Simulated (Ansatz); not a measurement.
Energy needed to pull apart Al$_{2}$H$_{3}$Br (SMILES [AlH2][AlH][Br]), singlet, into free ground-state atoms, from the structure below (displaced at random from a GFN2-xTB minimum); no zero-point or spin–orbit terms; open-shell atoms are treated unrestricted, in their ground-state multiplicity.

```
6
angstrom
Al -1.0549 0.4090 -0.7771
Al 0.9986 -0.2682 0.6702
Br 1.1411 -2.3120 1.6822
H -2.1665 -0.5966 -1.1750
H -1.2947 1.8886 -1.4797
H 2.2723 0.6821 1.1097
```

Ansatz 0.2.0; basis: def2-TZVPP; cores frozen in the correlated methods. Filled d shells of the heavier atoms are correlated. The def2 sets are not built for correlating such inner shells, so the correlated values are less sure here.

```csv
method,atomization energy (eV)
PBE-D4,14.15
r2SCAN-D4,14.54
PBE0-D4,?
r2SCAN0-D4,14.40
BHLYP-D4,14.20
wB97M-V,14.32
HF,11.16
MP2,14.12
CCSD,?
CCSD(T),14.14
```

What does PBE0-D4 give? (Judge from chemistry; the value comes from the calculation.)

Computed: 14.18 eV, which is about 0.04 eV more than CCSD(T)/def2-TZVPP.

What does CCSD give? (Judge from chemistry; the value comes from the calculation.)

By the calculation: 14.00 eV, which is about 0.15 eV less than CCSD(T)/def2-TZVPP.

In triple zeta the MP2 and coupled-cluster atomization energies are still short of their basis limit by a few kcal/mol a bond, whereas those of the functionals are nearly converged, so these differences are not deviations from converged CCSD(T).

T1 diagnostic: at most 0.009.

For scale, one of the runs: CCSD(T)/def2-TZVPP forces, 174 basis functions (an equivalent command: `ansatz run in.yaml --threads 4`). Time: 2.2 min of wall clock on 4 CPU threads; the host was shared. Peak host memory: 2.5 GiB.
